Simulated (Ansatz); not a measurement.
Consider the cleavage of the B–Si bond: `B[SiH](F)OC` + `N[SiH2][SiH3]` → `BN[SiH2][SiH3]` + `CO[SiH2]F`.

Calculated with Ansatz (gas phase, PBE0-D4/def2-TZVP geometries, no zero-point term in ΔE). CCSD(T)/CBS adds triple-zeta CCSD(T) − MP2 to the extrapolated MP2 energy (def2 sets, frozen cores). This one scheme is used for every species. Functionals use def2-TZVPP. B3LYP here is the variant with VWN-RPA as its local correlation; programs differ in this. Each species was taken in one conformer, which may not be the lowest.

`B[SiH](F)OC`:

Cartesian coordinates in Å:
```
B 2.352 -0.128 -0.025
Si 0.460 -0.403 0.596
F 0.324 0.068 2.125
O -0.437 0.532 -0.394
C -1.835 0.452 -0.569
H 2.981 -0.984 -0.572
H 2.877 0.934 0.128
H -0.097 -1.785 0.583
H -2.077 0.770 -1.585
H -2.345 1.114 0.137
H -2.203 -0.570 -0.424
```

`N[SiH2][SiH3]`:

```xyz
10

N    -0.189    1.738   -0.383
Si    0.130    0.465    0.736
Si   -0.099   -1.582   -0.375
H     0.282    1.748   -1.273
H    -0.325    2.677   -0.043
H    -0.865    0.580    1.837
H     1.481    0.495    1.381
H     0.772   -1.607   -1.585
H    -1.503   -1.811   -0.810
H     0.315   -2.702    0.515
```

`BN[SiH2][SiH3]`:

Cartesian coordinates in Å:
```
B 1.298 -0.837 1.788
N 0.559 -1.005 0.612
Si -0.894 -0.142 0.153
Si -0.516 1.190 -1.739
H 0.920 -0.043 2.602
H 2.291 -1.485 1.959
H 0.912 -1.679 -0.054
H -1.979 -1.116 -0.155
H -1.297 0.686 1.316
H 0.496 2.240 -1.446
H -0.009 0.347 -2.858
H -1.780 1.843 -2.177
```

`CO[SiH2]F`:

Z-matrix (Å, degrees):
```
C
O 1 1.412
H 1 1.094 2 110.6
H 1 1.091 2 108.3 3 119.2
H 1 1.096 2 111.7 3 -121.3
Si 2 1.623 1 125.2 3 82.5
F 6 1.598 2 111.1 1 -70.1
H 6 1.474 2 106.8 1 172.1
H 6 1.483 2 110.6 1 47.2
```

Is it downhill or uphill in electronic energy at CCSD(T)/CBS, and by how much? (Estimate.)

Computed: Downhill: ΔE = -1.78 eV.

What do these levels give: r2SCAN-D4, PBE0-D4, B2PLYP, PBE-QIDH, PBE0, B3LYP, MP2/def2-SVP, HF/def2-TZVPP, MP2/def2-TZVPP, HF/def2-QZVPP, SCS-MP2/def2-QZVPP, CCSD/CBS(def2)? (An estimate is asked.)

Computed: r2SCAN-D4 -1.79, PBE0-D4 -1.74, B2PLYP -1.82, PBE-QIDH -1.79, PBE0 -1.74, B3LYP -1.79, MP2/def2-SVP -2.03, HF/def2-TZVPP -1.76, MP2/def2-TZVPP -1.87, HF/def2-QZVPP -1.76, SCS-MP2/def2-QZVPP -1.83, CCSD/CBS(def2) -1.75 eV.

Largest T1 diagnostic among the species: 0.013.

Leaving LDA and LC-ωPBE aside and taking each functional with its dispersion term where it has one, the values, not all of them listed here, spread over 0.10 eV, from B2PLYP to revPBE-D4. LDA lies −0.12 eV from PBE without D4. In def2-TZVPP, CCSD(T) changes the Hartree–Fock value by −0.04 eV (the triples alone add −0.02 eV) and MP2 by −0.11 eV. At CCSD(T), def2-SVP lies −0.21 eV from the extrapolated value and def2-TZVPP −0.02 eV.
